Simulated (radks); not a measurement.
All-electron atom: Tm+ in [Xe] 4f13 6s1.

All-electron calculation, scalar-relativistic Kohn-Sham, MS2 meta-GGA, spin-polarised, spherical densities, finite nucleus; open shells are filled with parallel spins first (spin-orbit coupling, left out, can overturn this in heavy ions); meta-GGA in the generalised Kohn-Sham scheme; Fermi nuclear charge, rms radius 5.2256 fm. Program: a radial shooting solver on a logarithmic mesh with Libxc functionals.

Energy parts (eV):
| part | energy |
|---|---|
| total | -369131.27 |
| kinetic | 401163.26 |
| electron-nucleus | -906794.23 |
| Hartree | 144230.30 |
| exchange-correlation | -7730.60 |

Orbitals (lengths in bohr, moments of r in powers of bohr):
orbital  occ.  eigenvalue (eV)   <1/r>
1s up       1        -59329.12   79.09
1s down     1        -59329.11   79.09
2s up       1        -10023.98   18.44
2s down     1        -10023.95   18.44
2p up       3        -8845.675   16.96
2p down     3        -8845.652   16.96
3s up       1        -2263.645   6.810
3s down     1        -2263.340   6.811
3p up       3        -1905.406   6.344
3p down     3        -1905.051   6.345
3d up       5        -1464.502   6.006
3d down     5        -1464.173   6.007
4s up       1        -454.0036   2.869
4s down     1        -453.0859   2.868
4p up       3        -336.1277   2.623
4p down     3        -335.2063   2.622
4d up       5        -179.7276   2.318
4d down     5        -178.7800   2.317
5s up       1         -60.3501   1.073
5s down     1         -59.9149   1.071
5p up       3         -33.8407  0.8839
5p down     3         -33.4417  0.8842
4f up       7         -10.0845   1.690
6s up       1          -9.5956  0.3503
4f down     6          -9.2060   1.684
6s down     0          -8.3766  0.3560

The highest occupied level is 4f down at -9.206 eV. The density falls to 0.001 e/bohr^3 at r = 4.36 bohr. The spin density at the nucleus is 43.85 e/bohr^3 (1s 0.18, 2s -0.18, 3s -4.42, 4s 1.67, 5s 2.77, 6s 43.83). For comparison, the ionisation energy in NIST's Atomic Spectra Database is 12.07 eV (semi-empirical). In exact Kohn-Sham theory the highest level is minus the ionisation energy, but local and semilocal functionals leave it too shallow, through self-interaction and a potential that decays too fast; potentials with the right tail come closer.

Run on one thread of a shared host, so times are rough (Arm Neoverse N1): 0.4 s of CPU time, 0.4 s wall, 16 iterations on 2360 mesh points.
